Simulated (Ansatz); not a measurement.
TaO3H⁻. The state is a doublet with charge -1. Geometry r2SCAN-D4/def2-TZVP, that of the neutral singlet; atoms count from 1.

Cartesian coordinates in Å:
```
Ta -0.863 0.209 0.014
O 0.707 1.192 -0.003
O -0.480 2.098 0.018
O -0.084 -1.489 -0.009
H 0.721 -2.010 -0.021
```

In the def2 sets Ta takes a core potential; there is no spin–orbit coupling. The structure holds one bond between oxygen atoms, so isomers without such links may lie far lower. The highest occupied level of the charge -1 doublet lies above zero (up to 0.79 eV). Its loss leaves the charge 0 singlet, which lies 0.92 eV higher (vertical, at PBE0-D4/def2-TZVPD), but this difference is unsure: the singlet is doubtful (at the level of its geometry, restricted singlet, unstable towards broken spin symmetry at other levels and untested here). The structure comes from a short search, and lower isomers may exist.

**Question.** Estimate the Mulliken populations from the PBE0/def2-TZVPD orbitals of Ansatz.

**Answer.** 
```
atom  charge (e)  spin (α − β)  d electrons
 Ta1       -0.60          0.92         2.64
  O2       -0.23          0.01            –
  O3       -0.30         -0.02            –
  O4       -0.03          0.11            –
  H5        0.15         -0.02            –
```
Mulliken values and Mayer orders depend strongly on the basis. With diffuse functions, as here, like atoms can get unlike values, and bond orders can come out too low or too high.

**Question.** Where does the spin sit?

**Answer.** Summed by element: Ta 0.92, O 0.10, H -0.02, of 1 unpaired in all. Largest on single atoms: Ta1 0.92, O4 0.11, H5 -0.02.

**Question.** And the Mayer bond orders between bonded heavy atoms (over 0.3)?

**Answer.** Ta1–O2 0.79 (1.85 Å); Ta1–O3 0.64 (1.93 Å); O2–O3 0.72 (1.49 Å).
